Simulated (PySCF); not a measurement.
## AlSi2H6ClO2

AlSi2H6ClO2 is a small molecule, neutral, singlet. The structure, one conformer, was relaxed in the gas phase by PBE0-D3(BJ)/def2-SVP. No frequency run checks that it is a minimum.

SMILES: [SiH3][O][Al]([Cl])[O][SiH3]

Coordinates in Å:
```
Si1     1.205   -1.930   -1.815
O2      0.173   -0.744   -1.317
Al3    -0.841    0.461   -0.740
O4     -0.704    1.053    0.824
Si5    -0.552    1.575    2.381
Cl6    -2.305    1.241   -2.000
H7      0.518   -2.829   -2.790
H8      2.399   -1.320   -2.473
H9      1.658   -2.742   -0.645
H10    -1.613    0.956    3.231
H11     0.786    1.190    2.923
H12    -0.687    3.061    2.437
```

Shieldings: GIAO PBE0/pcSseg-1. Shifts are against computed references at the same level: H TMS (σ 31.27 ppm), Si TMS (σ 352.0 ppm). Core levels by delta-SCF with SCAN, pcX-2 on the ionised atom and pcseg-1 elsewhere, spin-free X2C (2p3/2 is the spin-free 2p value less a third of a first-order spin-orbit splitting); from the vacuum level, for chosen atoms.

Q: Give the shieldings and core levels atom by atom.

A: 
```
      atoms    bonded to  σ (ppm)  δ (ppm)  core level (eV)
        Si1    1 O + 3 H    390.4    -38.4     2p3/2 107.63
         O2  1 Al + 1 Si    312.0        -        1s 537.87
        Al3   1 Cl + 2 O    479.8        -      2p3/2 81.79
         O4  1 Al + 1 Si    312.1        -        1s 537.87
        Si5    1 O + 3 H    390.4    -38.4                -
        Cl6         1 Al   1012.9        -     2p3/2 206.01
   H7 H8 H9         1 Si    26.17     5.10                -
H10 H11 H12         1 Si    26.17     5.10                -
```

Values are those of this one static structure, with the three H of a rotating XH3 group averaged; atoms that internal rotation interchanges would show their mean in an NMR spectrum.

Q: By CAM-B3LYP/def2-SVPD (TDDFT singlets, Tamm-Dancoff triplets, ionisation by delta-SCF), where does absorption start, and what does vertical ionisation take?

A: The first singlet with intensity lies at 7.07 eV (f 0.003); what lies below it is dark. The lowest singlet lies at 6.67 eV (f 0.001), the strongest of the first 6 at 7.41 eV (f 0.039), the lowest triplet at 6.43 eV; vertical ionisation takes 10.87 eV.
